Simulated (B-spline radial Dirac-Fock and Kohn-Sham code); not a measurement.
Photoemission from Cd at 10100 eV, detector at θ = 90°, φ = 0°

System: atomic cadmium in the configuration [Kr] 4d10 5s2. The computed values come from a radial atomic solver: Dirac-Hartree-Slater photoionisation with a Latter tail; cross sections with all multipoles, angular parameters from the dipole term and its interference with E2. Thresholds are tabulated edges, those marked * orbital energies of the model. For linearly polarised light dσ/dΩ = σ/(4π) [1 + β P₂(cos θ) + (δ + γ cos²θ) sin θ cos φ], with θ from the polarisation vector and φ the angle between the beam and the projection of the electron momentum on the plane normal to the polarisation. The dipole factor is 1 + βP₂ and the non-dipole term is the rest of the bracket. Open shells are filled statistically over j.

Input of the calculation (task.json; shells as n, l, electrons):

```json
{"items": [{
  "Z": 48,
  "q": 0,
  "cfg": [[1, 0, 2], [2, 0, 2], [2, 1, 6], [3, 0, 2], [3, 1, 6], [3, 2, 10], [4, 0, 2], [4, 1, 6], [4, 2, 10], [5, 0, 2]],
  "A": 114,
  "rrms": 4.6087,
  "do": "xps",
  "hv": [86.4, 99.0, 127.0, 134.0, 200, 210.0, 256.0, 300, 365.0, 367.0, 373.0, 503.0, 600, 627.0, 644.0, 800, 1140.0, 1230.0, 1253.6, 1400.0, 1620.0, 2000, 2984.4, 4570.0, 5710.0, 6000, 7410.0, 10100.0, 11900.0, 12900.0],
  "edges": {"K": 26711.0, "L1": 4018.0, "L2": 3727.0, "L3": 3538.0, "M1": 772.0, "M2": 652.6, "M3": 618.4, "M4": 411.9, "M5": 405.2, "N1": 109.8, "N2": 63.9, "N3": 63.9}
}]}
```

Run with: `python xray2_run.py task.json out`

```tsv
subshell	threshold (eV)	σ (kb)	β	γ	δ	dipole factor	non-dipole term	dσ/dΩ (kb/sr)
2s	4018.0	5.93	1.99	0.22	0.000	0.003	0.000	≈ 0
2p1/2	3727.0	4.50	1.33	1.27	0.088	0.333	+0.088	0.150
2p3/2	3538.0	7.67	1.38	1.36	0.086	0.308	+0.086	0.241
3s	772.0	1.15	1.99	0.53	0.000	0.003	0.000	≈ 0
3p1/2	652.6	0.712	1.26	1.40	0.082	0.368	+0.082	0.0255
3p3/2	618.4	1.23	1.31	1.46	0.081	0.346	+0.081	0.0417
3d3/2	411.9	0.163	0.70	1.52	0.338	0.651	+0.338	0.0128
3d5/2	405.2	0.224	0.66	1.50	0.353	0.668	+0.353	0.0182
4s	109.8	0.225	1.99	0.59	0.000	0.003	0.000	≈ 0
4p1/2	63.90	0.121	1.25	1.41	0.082	0.376	+0.082	0.00442
4p3/2	63.90	0.206	1.29	1.47	0.081	0.355	+0.081	0.00715
4d3/2	16.99*	0.0193	0.68	1.51	0.337	0.661	+0.337	0.00153
4d5/2	16.22*	0.0263	0.65	1.48	0.351	0.677	+0.351	0.00215
5s	7.91*	0.0170	1.99	0.60	0.000	0.003	0.000	≈ 0
```
